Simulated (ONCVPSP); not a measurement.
Reading a pseudo-wave (indium)

Columns: radius, all-electron u(r) and pseudo u(r) of the 5p shell (level -2.70 eV) of indium in the configuration [Kr] 4d10 5s2 5p1; LDA (Perdew-Wang 92), scalar-relativistic, ONCV scheme, ONCVPSP 4.0.1.

```tsv
r (bohr)	all-electron	pseudo
0.143	0.0227	0.0029
0.285	0.1308	0.0114
0.428	-0.0278	0.0259
0.570	-0.1768	0.0462
0.713	-0.2247	0.0726
0.855	-0.1875	0.1044
0.998	-0.1022	0.1417
1.140	0.0005	0.1829
1.283	0.1046	0.2276
1.425	0.1997	0.2738
1.568	0.2833	0.3208
1.710	0.3532	0.3664
1.853	0.4108	0.4098
1.995	0.4564	0.4490
2.138	0.4919	0.4834
2.280	0.5182	0.5115
2.423	0.5368	0.5329
2.565	0.5487	0.5471
2.708	0.5550	0.5547
2.850	0.5566	0.5565
2.992	0.5542	0.5542
3.135	0.5486	0.5485
3.278	0.5402	0.5402
3.420	0.5297	0.5297
3.563	0.5174	0.5174
3.705	0.5038	0.5038
```

Q: How many radial nodes do the two functions have?

A: The all-electron 5p function has n − l − 1 = 3 (the table is too coarse to show those close to the nucleus); the pseudo-wave has 0, since the states of the same l below it are removed with the core.

Q: At about which radius was the pseudo-wave matched?

A: 2.85 bohr, where the columns begin to agree (steps of 0.14 bohr).

Q: Is the pseudo-wave norm-conserving?

A: Yes: the ONCV scheme keeps the norm inside the radius equal to the all-electron one, which fixes the energy derivative of the logarithmic derivative at the level.
